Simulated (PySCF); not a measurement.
Molecule: H₁₀GeOSi₃, SMILES [OH][Ge]([SiH3])([SiH3])[SiH3]. Atoms near the plane z = 1.5 Å, at the GFN2-xTB optimised geometry (x, y, z in Å): Si4 (1.3, 1.4, 0.0), H10 (2.7, 1.4, 0.0), H11 (0.8, 0.8, 1.3), H12 (0.9, 2.8, 0.0).

Computed with PySCF with B3LYP/def2-TZVP. The values are rescaled to run from 0 to 1.

```
|                               |
|                               |
|                               |
|                               |
|                               |
|                               |
|                   ...         |
|                 ..::..        |
|                .::--::.       |
|               ..-=++-:.       |
|               .:=**+=:.       |
|               :*@@@+=:.       |
|              .-@@@@+-..       |
|              .-@@@@=:.        |
|               :*@@#:.         |
|               .:--:.          |
|                 ..            |
|                               |
|                               |
|                               |
|                               |
|                               |
|                               |
|                               |
|                               |
|                               |
|                               |
|                               |
|                               |
|                               |
|                               |
```
Scale: ten equal steps from 0.000 (start of ' ') to 1.00 (end of '@'), in the order ' .:-=+*#%@'; x runs from -5.00 to 5.00, y from -5.00 (bottom) to 5.00 (top).

**Question.** Which quantity is mapped?
(A) deformation density (molecule minus spherical neutral atoms)
(B) log10 of the electron density
(C) an orbital amplitude
(D) electrostatic potential

**Answer.** D, electrostatic potential. In full: electrostatic potential (hartree/e), clipped to [-0.08, 0.12].
